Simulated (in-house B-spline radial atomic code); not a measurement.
How numerical settings move a run on neutral rhodium, [Kr] 4d8 5s1. Computed with a B-spline radial code for spherical atoms: non-relativistic BP86, spherical fractional occupations, point nucleus.

Command:
```bash
python run_scf.py task.json out
```
Settings of the sound reference run:
```
Z                45
electrons        45
configuration    [Kr] 4d8 5s1
hamiltonian      nr
method           b88,p86
spin_polarised   False
knot_spacing     0.22
spline_order     8
gauss_points     12
box_radius       50
max_iterations   70
damping          0.5
damped_steps     3
diis_vectors     10
tolerance        1e-08
start            Thomas-Fermi
```

Time taken, with all properties: 0.2 s on 1 thread of Arm Neoverse V1 (shared host).

It converges in 10 iterations to -4688.535198 hartree, with 5s at -4.12386 eV. The other runs change the listed settings, some to values that make no sense; their results aren't properties of the atom or ion. Radii are in bohr (the nuclear one in fm), a minus after a letter asks for a j subshell, and «unchanged» means within 1e-8 hartree. The run stops when the residual is below 10 × tolerance × max(1, Z/10), or a noise floor if that is larger, and the energy moves by less than 1e-8 × √|E| hartree; so very loose and very tight tolerances often act alike.

| changed settings | outcome |
| --- | --- |
| knot_spacing = 1 | converged in 10 iterations, energy +1.56e+01 hartree from the reference, 5s level +7.5e-01 eV |
| max_iterations = 75, tolerance = 0.0001, start = bare nucleus | converged in 12 iterations, energy unchanged, 5s level -3.0e-04 eV |
| damping = 0.2 | converged in 13 iterations, energy unchanged, 5s level -6.6e-06 eV |
| knot_spacing = 0.4 | converged in 10 iterations, energy +1.56e-03 hartree from the reference, 5s level -1.2e-04 eV |
| damping = 0.8 | converged in 13 iterations, energy unchanged, 5s level +4.0e-06 eV |
| knot_spacing = 0.3 | converged in 10 iterations, energy +5.24e-05 hartree from the reference, 5s level -1.4e-05 eV |
| knot_spacing = 0.1 | converged in 10 iterations, energy +5.23e-08 hartree from the reference |
| knot_spacing = 0.75 | converged in 10 iterations, energy +6.64e+00 hartree from the reference, 5s level +3.0e-01 eV |
| spline_order = 5 | converged in 10 iterations, energy +7.49e-05 hartree from the reference, 5s level +4.1e-06 eV |
| knot_spacing = 1.4, first_knot = 0.0667, max_iterations = 100, damping = 0.2, damped_steps = 8 | converged in 13 iterations, energy +2.89e+02 hartree from the reference, 5s level +1.9e+00 eV (the program warns: 3s reaches the box edge; 4s reaches the box edge) |
| knot_spacing = 2 | converged in 10 iterations, energy +4.80e+02 hartree from the reference, 5s level +1.5e+00 eV (the program warns: 3p reaches the box edge; 3d reaches the box edge) |
| knot_spacing = 0.55 | converged in 10 iterations, energy +1.80e-01 hartree from the reference, 5s level +7.4e-03 eV |
| electrons = 46, configuration = [Kr] 4d8 5s1 6p-1, max_iterations = 75 | stopped with error: j subshells need the Dirac Hamiltonian and l > 0 |
| damping = 0 | converged in 14 iterations, energy unchanged, 5s level +7.8e-06 eV |
| box_radius = 100, max_iterations = 50, damping = 0.8 | converged in 13 iterations, energy unchanged, 5s level +4.1e-06 eV |
| spline_order = 6 | converged in 10 iterations, energy +3.62e-06 hartree from the reference, 5s level +1.3e-06 eV |
| knot_spacing = 0.15 | converged in 10 iterations, energy -4.16e-06 hartree from the reference, 5s level +7.7e-07 eV |
| spline_order = 3 | converged in 10 iterations, energy +1.33e-01 hartree from the reference, 5s level +6.0e-03 eV |

(1) What happens with spline_order = 7?

(2) What happens with hamiltonian = dirac, method = tpss,tpss, nucleus = fermi, rms_radius = 4.4945, mass_number = 103, atomic_mass = 102.9055, speed_of_light = 137.036?

(3) What happens with spline_order = 4?

(4) What happens with knot_spacing = 0.3, max_iterations = 100, damped_steps = 0, diis_vectors = 1, tolerance = 0.01?

Answers

(1) Converged in 10 iterations, energy -6.22e-07 hartree from the reference.

(2) Stopped with error: meta-GGAs are not served with the Dirac Hamiltonian.

(3) Converged in 10 iterations, energy +2.33e-03 hartree from the reference, 5s level +1.5e-04 eV.

(4) Not converged after 100 iterations, last residual 1.3e+00, last energy +2.95e+01 hartree from the reference.
